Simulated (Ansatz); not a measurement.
The same molecule with X = Ti, Zr, Hf. Ansatz, PBE0-D4/def2-TZVP geometries, multiplicity 1. Each molecule was computed in one conformer, which needn't be the lowest.

Elements past krypton have def2 core potentials. Scalar relativity is left out up to krypton.

```tsv
X	molecule	mean X–F bond length / Å	mean X–S bond length / Å	HOMO energy (PBE/def2-TZVPP) / eV	HOMO energy (PBE0/def2-TZVPP) / eV	LUMO energy (PBE0/def2-TZVPP) / eV
Ti	`[F][Ti]([F])([F])[SH]`	1.742	2.273	-7.15	-8.42	-3.17
Hf	`[F][Hf]([F])([F])[SH]`	1.894	2.440	-6.94	-8.20	-1.40
```

Task: Give the row for X = Zr, `[F][Zr]([F])([F])[SH]`. (Estimate.)

Result: The calculation gave: 
```
 X                 molecule  mean X–F bond length / Å  mean X–S bond length / Å  HOMO energy (PBE/def2-TZVPP) / eV  HOMO energy (PBE0/def2-TZVPP) / eV  LUMO energy (PBE0/def2-TZVPP) / eV
Zr  `[F][Zr]([F])([F])[SH]`                     1.891                     2.441                              -6.94                               -8.19                               -1.88
```

From Ti to Hf the mean X–F bond length rises at each step, by 0.152 Å in all; the mean X–S bond length isn't monotonic: highest at Zr, lowest at Ti; the HOMO energy (PBE/def2-TZVPP) isn't monotonic: highest at Zr, lowest at Ti; the HOMO energy (PBE0/def2-TZVPP) isn't monotonic: highest at Zr, lowest at Ti; the LUMO energy (PBE0/def2-TZVPP) rises at each step, by 1.77 eV in all.
